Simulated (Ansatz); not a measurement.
Be(NH2)2 (BeN₂H₄). The state is a singlet with charge 0. Geometry r2SCAN-D4/def2-TZVP, basis def2-TZVP, Ansatz.

```csv
run,HOMO (eV),LUMO (eV)
A,-9.39,0.71
B,-5.83,-0.02
C,-10.42,1.46
D,-6.97,-0.08
E,-5.45,-0.72
F,-8.29,0.31
```

Problem. The runs used BHLYP, BLYP, HF, PBE0, r2SCAN, ωB97M-V. Estimate which is which.

Solution. A ωB97M-V (range-separated); B r2SCAN (0 % exact exchange); C HF (100 % exact exchange); D PBE0 (25 % exact exchange); E BLYP (0 % exact exchange); F BHLYP (50 % exact exchange). Exact exchange lowers occupied and raises empty levels; among semilocal functionals meta-GGAs tend to open the gap a little, and such runs are hard to tell apart. The gap grows from 4.73 eV (BLYP) to 11.87 eV (HF).
